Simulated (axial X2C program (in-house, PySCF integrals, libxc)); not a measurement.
**Curves of INbI from open-shell CI on d3 s0 p(π)0**

Calculated with an in-house all-electron X2C program for linear molecules (integrals from PySCF): two-component X2C with atomic mean-field Coulomb and Gaunt terms, basis I dyall-v3z, Nb dyall-v3z (cores contracted in-house). Orbitals come from Hartree–Fock averaged over the configuration Nb d3 s0 p(π)0; CI then distributes these electrons over the d, s, p(π) shells of Nb.

Scan along the symmetric stretch (R is each bond); masses I 126.904 u, Nb 92.906 u, I 126.904 u. Energies in cm⁻¹ from the lowest point; levels are followed by energy order within each Ω. Lowest level at 2.791 Å: 100% d3.

```tsv
R (Å)	(1)Ω=1/2	(1)Ω=3/2	(2)Ω=1/2	(3)Ω=1/2	(2)Ω=3/2	(1)Ω=5/2	(3)Ω=3/2	(2)Ω=5/2	(1)Ω=7/2
2.596	2185	2258	6539	6672	5981	6701	6784	6901	7442
2.693	223	313	3648	3815	3664	4082	3951	4368	5070
2.791	0	112	2664	2859	2980	3135	3182	3841	4517
2.903	1247	1391	3245	3479	3584	3725	4194	4825	5472
3.014	3539	3722	5067	5353	5419	5537	6326	6924	7541
3.140	6945	7177	8122	8484	8494	8573	9602	10153	10724
3.293	11839	12125	12740	13215	13153	13166	14263	14731	15190
```

**Question.** Fit the curves (1)Ω=1/2, (1)Ω=3/2, (2)Ω=1/2, (3)Ω=1/2, (2)Ω=5/2, (1)Ω=7/2 near their minima.

**Answer.** From the open-shell CI curves, Te from the lowest:

```csv
level,Te (cm⁻¹),Re (Å),ωe (cm⁻¹)
(1)Ω=1/2,0,2.756,139.7
(1)Ω=3/2,103,2.754,140.4
(2)Ω=1/2,2737,2.805,136.1
(3)Ω=1/2,2936,2.803,137.0
(2)Ω=5/2,3909,2.775,138.8
(1)Ω=7/2,4593,2.778,137.6
```

Without dynamic correlation distances can be off by several hundredths of an Å (long for ionic bonds, short for multiple bonds) and the wavenumbers are rough.

The 9 lowest curves are shown; the next is (1)Ω=9/2, from 5197 cm⁻¹.

Dynamic correlation is missing, so gaps between terms are too wide and other configurations may lie lower; the lowest level listed is that of this model, not necessarily the ground state. For d shells the ligand-field splittings (σ, π, δ) and their order can be off by a thousand cm⁻¹ or more. At most 4 roots were kept for each Ω > 0 (twice that for Ω = 0) within 3.2 eV of the lowest, so higher up levels can be missing between those listed; levels with Ω > 0 are doubly degenerate and listed once, Ω = 0 levels singly. Some active spinors are only partly of the character that their shell is named for, so the shell names and counts are nominal. States that fill the shells left empty in the average are placed too high. The molecule was held linear; bending was not examined.
